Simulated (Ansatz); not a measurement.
Ansatz (an electronic-structure program) input file for CH7ClFNSi2, SMILES C[Si@](F)(Cl)N[SiH3], PBE-D3(BJ)/def2-SVP. 

Ansatz 0.2 input:
```yaml
crystal:
  periodic: [false, false, false]
  atoms:
    - {symbol: C, position_ang: [1.74806825, -0.69755422, -0.78396538]}
    - {symbol: Si, position_ang: [0.46389263, 0.30684222, 0.08209405]}
    - {symbol: F, position_ang: [0.55798746, 1.82651295, -0.48387900]}
    - {symbol: Cl, position_ang: [0.86549316, 0.45609073, 2.10078982]}
    - {symbol: N, position_ang: [-1.12948682, -0.30733976, -0.06365342]}
    - {symbol: Si, position_ang: [-1.91194008, -1.09685702, -1.41118141]}
    - {symbol: H, position_ang: [1.75928870, -1.72913135, -0.40287658]}
    - {symbol: H, position_ang: [2.74089448, -0.25317981, -0.61998590]}
    - {symbol: H, position_ang: [1.56125942, -0.72594466, -1.86816060]}
    - {symbol: H, position_ang: [-1.72704839, -0.09587182, 0.73301913]}
    - {symbol: H, position_ang: [-0.88949357, -1.24930079, -2.48614972]}
    - {symbol: H, position_ang: [-2.42820084, -2.44567903, -1.02646004]}
    - {symbol: H, position_ang: [-3.06130812, -0.29614075, -1.93131296]}
basis:
  gaussian:
    orbitals: def2-SVP
hamiltonian:
  xc: pbe
  dispersion: d3bj
relax: {f_tol: 0.002, max_steps: 200}
```

Log of the run:

```
WARN ansatz: RAYON_NUM_THREADS=1 ignored (pool sized by the plan → 1); use --threads N
Functional definition: PBE
integrals: 0.08 GiB planned
1471 factors; their error is unknown
mean field: 0.42 GiB planned
mean field evaluation 1: about -33594.4306 eV, gradient 8.1e1 eV
mean field evaluation 2: about -33564.9719 eV, gradient 1.3e2 eV
mean field evaluation 4: about -33608.1325 eV, gradient 1.0e1 eV
mean field evaluation 8: about -33608.3571 eV, gradient 2.1e-1 eV
mean field evaluation 16: about -33608.2543 eV, gradient 2.1e-4 eV
mean field -33608.25429839 eV, -1235.0805649727 hartree, gradient 1.3e-5 eV, S^2 0.000000; 0 other end points of the search recorded, 0 dependent functions left out
the calculation of the forces begins
reference -33608.25433912 eV, -1235.0805664695 hartree; 37, 37 occupied and 94, 94 virtual orbitals, 1471 factors
relax step   1: F+E_penalty+E_count = -33608.60285710 eV  Δ(F+E_penalty+E_count) = +0.000e0 eV  max|allowed force component| = 5.098e-1 eV/Å  Δτ_max = 0.0000 Å  (28 SCF iters, accepted)
these checks for a lower state are left out or cut short: starts, cluster_reference, orbital_swaps, neighbouring_geometries, increment
integrals: 0.08 GiB planned
1471 factors; their error is unknown
mean field: 0.42 GiB planned
mean field -33608.27401926 eV, -1235.0812897016 hartree, gradient 2.4e-5 eV, S^2 0.000000; 0 other end points of the search recorded, 0 dependent functions left out
the calculation of the forces begins
reference -33608.27406012 eV, -1235.0812912030 hartree; 37, 37 occupied and 94, 94 virtual orbitals, 1471 factors
relax step   2: F+E_penalty+E_count = -33608.62071476 eV  Δ(F+E_penalty+E_count) = -1.786e-2 eV  max|allowed force component| = 2.770e-1 eV/Å  Δτ_max = 0.0210 Å  (31 SCF iters, accepted)
these checks for a lower state are left out or cut short: starts, cluster_reference, orbital_swaps, neighbouring_geometries, increment
integrals: 0.08 GiB planned
1471 factors; their error is unknown
mean field: 0.42 GiB planned
mean field evaluation 32: about -33608.2783 eV, gradient 2.4e-5 eV
mean field -33608.27830221 eV, -1235.0814470972 hartree, gradient 2.4e-5 eV, S^2 0.000000; 0 other end points of the search recorded, 0 dependent functions left out
the calculation of the forces begins
reference -33608.27834314 eV, -1235.0814486012 hartree; 37, 37 occupied and 94, 94 virtual orbitals, 1471 factors
relax step   3: F+E_penalty+E_count = -33608.62393546 eV  Δ(F+E_penalty+E_count) = -3.221e-3 eV  max|allowed force component| = 5.530e-2 eV/Å  Δτ_max = 0.0115 Å  (31 SCF iters, accepted)
these checks for a lower state are left out or cut short: starts, cluster_reference, orbital_swaps, neighbouring_geometries, increment
integrals: 0.08 GiB planned
1471 factors; their error is unknown
mean field: 0.42 GiB planned
mean field -33608.27836516 eV, -1235.0814494102 hartree, gradient 1.0e-5 eV, S^2 0.000000; 0 other end points of the search recorded, 0 dependent functions left out
the calculation of the forces begins
reference -33608.27840607 eV, -1235.0814509137 hartree; 37, 37 occupied and 94, 94 virtual orbitals, 1471 factors
relax step   4: F+E_penalty+E_count = -33608.62406472 eV  Δ(F+E_penalty+E_count) = -1.293e-4 eV  max|allowed force component| = 8.224e-3 eV/Å  Δτ_max = 0.0057 Å  (24 SCF iters, accepted)
these checks for a lower state are left out or cut short: starts, cluster_reference, orbital_swaps, neighbouring_geometries, increment
integrals: 0.08 GiB planned
1471 factors; their error is unknown
mean field: 0.42 GiB planned
mean field -33608.27835947 eV, -1235.0814492011 hartree, gradient 2.4e-5 eV, S^2 0.000000; 0 other end points of the search recorded, 0 dependent functions left out
the calculation of the forces begins
reference -33608.27840038 eV, -1235.0814507046 hartree; 37, 37 occupied and 94, 94 virtual orbitals, 1471 factors
relax step   5: F+E_penalty+E_count = -33608.62408309 eV  Δ(F+E_penalty+E_count) = -1.837e-5 eV  max|allowed force component| = 4.158e-3 eV/Å  Δτ_max = 0.0017 Å  (22 SCF iters, accepted)
these checks for a lower state are left out or cut short: starts, cluster_reference, orbital_swaps, neighbouring_geometries, increment
integrals: 0.08 GiB planned
1471 factors; their error is unknown
mean field: 0.42 GiB planned
mean field -33608.27833154 eV, -1235.0814481749 hartree, gradient 1.9e-5 eV, S^2 0.000000; 0 other end points of the search recorded, 0 dependent functions left out
the calculation of the forces begins
reference -33608.27837245 eV, -1235.0814496784 hartree; 37, 37 occupied and 94, 94 virtual orbitals, 1471 factors
relax step   6: F+E_penalty+E_count = -33608.62409998 eV  Δ(F+E_penalty+E_count) = -1.689e-5 eV  max|allowed force component| = 4.432e-3 eV/Å  Δτ_max = 0.0036 Å  (23 SCF iters, accepted)
these checks for a lower state are left out or cut short: starts, cluster_reference, orbital_swaps, neighbouring_geometries, increment
integrals: 0.08 GiB planned
1471 factors; their error is unknown
mean field: 0.42 GiB planned
mean field -33608.27837156 eV, -1235.0814496454 hartree, gradient 1.1e-5 eV, S^2 0.000000; 0 other end points of the search recorded, 0 dependent functions left out
the calculation of the forces begins
reference -33608.27841248 eV, -1235.0814511493 hartree; 37, 37 occupied and 94, 94 virtual orbitals, 1471 factors
relax step   7: F+E_penalty+E_count = -33608.62412218 eV  Δ(F+E_penalty+E_count) = -2.220e-5 eV  max|allowed force component| = 2.499e-3 eV/Å  Δτ_max = 0.0066 Å  (24 SCF iters, accepted)
these checks for a lower state are left out or cut short: starts, cluster_reference, orbital_swaps, neighbouring_geometries, increment
integrals: 0.08 GiB planned
1471 factors; their error is unknown
mean field: 0.42 GiB planned
mean field evaluation 64: about -33608.2784 eV, gradient 2.6e-5 eV
mean field -33608.27842733 eV, -1235.0814516950 hartree, gradient 2.6e-5 eV, S^2 0.000000; 0 other end points of the search recorded, 0 dependent functions left out
the calculation of the forces begins
reference -33608.27846828 eV, -1235.0814531999 hartree; 37, 37 occupied and 94, 94 virtual orbitals, 1471 factors
relax step   8: F+E_penalty+E_count = -33608.62415170 eV  Δ(F+E_penalty+E_count) = -2.952e-5 eV  max|allowed force component| = 7.624e-3 eV/Å  Δτ_max = 0.0192 Å  (30 SCF iters, accepted)
these checks for a lower state are left out or cut short: starts, cluster_reference, orbital_swaps, neighbouring_geometries, increment
integrals: 0.08 GiB planned
1471 factors; their error is unknown
mean field: 0.42 GiB planned
mean field -33608.27848047 eV, -1235.0814536478 hartree, gradient 1.2e-5 eV, S^2 0.000000; 0 other end points of the search recorded, 0 dependent functions left out
the calculation of the forces begins
reference -33608.27852143 eV, -1235.0814551531 hartree; 37, 37 occupied and 94, 94 virtual orbitals, 1471 factors
relax step   9: F+E_penalty+E_count = -33608.62415680 eV  Δ(F+E_penalty+E_count) = -5.101e-6 eV  max|allowed force component| = 5.384e-3 eV/Å  Δτ_max = 0.0085 Å  (23 SCF iters, accepted)
these checks for a lower state are left out or cut short: starts, cluster_reference, orbital_swaps, neighbouring_geometries, increment
integrals: 0.08 GiB planned
1471 factors; their error is unknown
mean field: 0.42 GiB planned
mean field -33608.27850787 eV, -1235.0814546549 hartree, gradient 1.3e-5 eV, S^2 0.000000; 0 other end points of the search recorded, 0 dependent functions left out
the calculation of the forces begins
reference -33608.27854883 eV, -1235.0814561602 hartree; 37, 37 occupied and 94, 94 virtual orbitals, 1471 factors
relax step  10: F+E_penalty+E_count = -33608.62416480 eV  Δ(F+E_penalty+E_count) = -7.999e-6 eV  max|allowed force component| = 2.927e-3 eV/Å  Δτ_max = 0.0014 Å  (22 SCF iters, accepted)
these checks for a lower state are left out or cut short: starts, cluster_reference, orbital_swaps, neighbouring_geometries, increment
integrals: 0.08 GiB planned
1471 factors; their error is unknown
mean field: 0.42 GiB planned
mean field -33608.27853299 eV, -1235.0814555779 hartree, gradient 1.9e-5 eV, S^2 0.000000; 0 other end points of the search recorded, 0 dependent functions left out
the calculation of the forces begins
reference -33608.27857395 eV, -1235.0814570833 hartree; 37, 37 occupied and 94, 94 virtual orbitals, 1471 factors
relax step  11: F+E_penalty+E_count = -33608.62416673 eV  Δ(F+E_penalty+E_count) = -1.933e-6 eV  max|allowed force component| = 6.569e-4 eV/Å  Δτ_max = 0.0015 Å  (22 SCF iters, accepted)
integrals: 0.08 GiB planned
1471 factors; their error is unknown
mean field: 0.42 GiB planned
mean field evaluation 96: about -33608.2785 eV, gradient 2.5e-2 eV
mean field -33608.27853299 eV, -1235.0814555779 hartree, gradient 1.8e-5 eV, S^2 0.000000; 1 other end points of the search recorded, 0 dependent functions left out
the calculation of the forces begins
reference -33608.27857395 eV, -1235.0814570833 hartree; 37, 37 occupied and 94, 94 virtual orbitals, 1471 factors
Total energy: -33608.62420770 eV, -1235.0941588892 hartree
Atom 0 at     1.763589    -0.697330    -0.783260 Å, force    -0.000213     0.000327     0.000179 eV/Å
Atom 1 at     0.467612     0.310561     0.086834 Å, force     0.000280    -0.000359     0.000192 eV/Å
Atom 2 at     0.544446     1.840799    -0.498804 Å, force    -0.000135    -0.000055    -0.000069 eV/Å
Atom 3 at     0.872947     0.473763     2.119218 Å, force    -0.000230     0.000063    -0.000218 eV/Å
Atom 4 at    -1.131989    -0.330293    -0.047750 Å, force     0.000119     0.000133     0.000387 eV/Å
Atom 5 at    -1.925878    -1.095204    -1.418247 Å, force     0.000038     0.000076    -0.000008 eV/Å
Atom 6 at     1.794566    -1.728157    -0.379446 Å, force     0.000054    -0.000092     0.000093 eV/Å
Atom 7 at     2.759190    -0.232459    -0.642125 Å, force     0.000181    -0.000109    -0.000195 eV/Å
Atom 8 at     1.558996    -0.750594    -1.871373 Å, force    -0.000028     0.000036     0.000011 eV/Å
Atom 9 at    -1.728305    -0.126954     0.762535 Å, force    -0.000019    -0.000261    -0.000657 eV/Å
Atom 10 at    -0.886148    -1.260582    -2.489010 Å, force    -0.000111     0.000084     0.000037 eV/Å
Atom 11 at    -2.477547    -2.445703    -1.045863 Å, force     0.000076     0.000032     0.000147 eV/Å
Atom 12 at    -3.062072    -0.265401    -1.954431 Å, force    -0.000012     0.000125     0.000101 eV/Å
Dipole moment:    -0.103658    -0.344010    -0.139819 e Å
```

Self-consistency was reached.

Cost: about 40 core-seconds (a rough figure).
